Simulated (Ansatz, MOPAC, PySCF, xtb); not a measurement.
Ligands exchanged one at a time, B OH-I. Isolated molecules, 0 K electronic values unless said otherwise. One relaxed conformer stands for each flexible species; it need not be the lowest. Strings in code marks are SMILES.

Quantity: redistribution energy (mixed species minus the weighted end members), in kcal/mol. Semi-empirical values (MOPAC) are differences of heats of formation.

Level 1: PBE0-D3(BJ)/def2-TZVP (PySCF)
Level 2: HF/def2-TZVPP // PBE0-D3(BJ)/def2-TZVP (Ansatz, an electronic-structure program)
Level 3: GFN2-xTB (xtb)
Level 4: PM6 // PBE0-D3(BJ)/def2-TZVP (MOPAC)

```csv
species,level 1,level 2,level 3,level 4
2 of 3 OH replaced by I: `OB(I)I` (H–O–B–I torsion 0°),-2.28,-3.28,-9.67,-5.52
"1 of 3 OH replaced by I: `OB(O)I` (H–O–B–I torsion 180°, I–B–O–H torsion -180°)",0.94,-0.36,-9.55,-2.52
```
